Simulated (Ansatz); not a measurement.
`[CH3][GeH]([F])[Cl]` at its PBE0-D4/def2-TZVP geometry, where that method's forces vanish. The species carries charge 0 and has multiplicity 1.

```xyz
8

C     0.9923   -0.3872   -0.1655
Ge   -0.7741    0.2438    0.2736
F    -1.9152   -0.8313   -0.4701
Cl   -1.1097    2.1576   -0.6304
H     1.7422    0.2895    0.2450
H     1.1395   -1.3860    0.2473
H     1.0966   -0.4245   -1.2497
H    -1.1715    0.3381    1.7498
```

Problem. What forces (eV/Å) does ωB97M-V/def2-TZVPP give on these atoms in Ansatz? (Best estimate.)

Solution. Ansatz gave: 
```
C1   0.012 -0.009 -0.002
Ge2  0.065  0.031  0.178
F3  -0.052 -0.044 -0.044
Cl4 -0.002  0.004 -0.013
H5  -0.051 -0.056 -0.035
H6  -0.003  0.080 -0.037
H7  -0.006  0.003  0.083
H8   0.037 -0.009 -0.131
```
